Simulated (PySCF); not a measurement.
Continuum solvent and chemical shifts

Molfile (atoms numbered from 1):
```
C5H10OSi
     RDKit          3D

 17 16  0  0  0  0  0  0  0  0999 V2000
    3.9261    0.7664    0.0851 C   0  0  0  0  0  0  0  0  0  0  0  0
    2.6437    0.0848    0.0088 C   0  0  0  0  0  0  0  0  0  0  0  0
    1.5813   -0.4975   -0.0596 C   0  0  0  0  0  0  0  0  0  0  0  0
    0.2748   -1.1285   -0.1157 C   0  0  0  0  0  0  0  0  0  0  0  0
   -1.0533    0.1310    0.3226 Si  0  0  0  0  0  4  0  0  0  0  0  0
   -2.5077   -0.6800    0.2592 O   0  0  0  0  0  0  0  0  0  0  0  0
   -3.7537   -0.0861    0.4857 C   0  0  0  0  0  0  0  0  0  0  0  0
    3.7993    1.8377    0.3071 H   0  0  0  0  0  0  0  0  0  0  0  0
    4.4774    0.6851   -0.8651 H   0  0  0  0  0  0  0  0  0  0  0  0
    4.5595    0.3345    0.8761 H   0  0  0  0  0  0  0  0  0  0  0  0
    0.2025   -1.9731    0.5905 H   0  0  0  0  0  0  0  0  0  0  0  0
    0.0609   -1.5314   -1.1203 H   0  0  0  0  0  0  0  0  0  0  0  0
   -1.0409    1.2625   -0.6566 H   0  0  0  0  0  0  0  0  0  0  0  0
   -0.8141    0.6794    1.6939 H   0  0  0  0  0  0  0  0  0  0  0  0
   -3.9643    0.7277   -0.2336 H   0  0  0  0  0  0  0  0  0  0  0  0
   -3.8368    0.3329    1.5061 H   0  0  0  0  0  0  0  0  0  0  0  0
   -4.5386   -0.8492    0.3700 H   0  0  0  0  0  0  0  0  0  0  0  0
  1  2  1  0
  2  3  3  0
  3  4  1  0
  4  5  1  0
  5  6  1  0
  6  7  1  0
  1  8  1  0
  1  9  1  0
  1 10  1  0
  4 11  1  0
  4 12  1  0
  5 13  1  0
  5 14  1  0
  7 15  1  0
  7 16  1  0
  7 17  1  0
M  END
```

GIAO PBE0/pcSseg-1 in PySCF on one PBE0-D3(BJ)/def2-SVP conformer, non-relativistic, equivalent nuclei averaged. Solvents enter as an IEF-PCM continuum (tetrahydrofuran with ε = 7.4, water with ε = 78.4) around the gas-phase geometry. Shifts are referred to TMS computed in the same medium.

Gas phase, δ in ppm: C2 80.9, C3 76.3, C7 53.6, C1 4.8, C4 3.6, Si5 -12.1, H13/H14 4.64, H15/H16/H17 3.59, H8/H9/H10 1.80, H11/H12 1.79. Dipole moment 0.83 D.

Q: How does each δ change in the continuum?

A: 
| atoms | environment | Δδ, tetrahydrofuran | Δδ, water |
| --- | --- | --- | --- |
| C2 | alkyne carbon | +2.1 | +2.6 |
| C3 | alkyne carbon | +0.9 | +1.1 |
| C7 | methyl carbon bonded to O | +0.9 | +1.1 |
| C1 | propargylic methyl carbon | -0.2 | -0.2 |
| C4 | propargylic sp3 CH2 bonded to Si | -0.1 | -0.2 |
| Si5 | silicon bonded to C, O, 2 H | +0.4 | +0.5 |
| H13/H14 | hydrogen on a silicon bonded to C, O | -0.04 | -0.04 |
| H15/H16/H17 | hydrogen on a methyl carbon bonded to O | +0.10 | +0.13 |
| H8/H9/H10 | hydrogen on a propargylic methyl carbon | +0.11 | +0.13 |
| H11/H12 | hydrogen on a propargylic sp3 CH2 bonded to Si | +0.12 | +0.15 |

Changes are relative to the gas phase. The dipole moment becomes 1.01 D in tetrahydrofuran, 1.06 D in water.

Q: Which of the listed nuclei move most (in ppm), and what does the model miss? (N and O are left out, as their reference compounds move with the solvent too.)

A: C2 (alkyne carbon, +2.6 ppm) in water. A continuum only polarises the solute; specific hydrogen bonds, the anisotropy of aromatic solvents and changes of geometry or conformer are outside it.
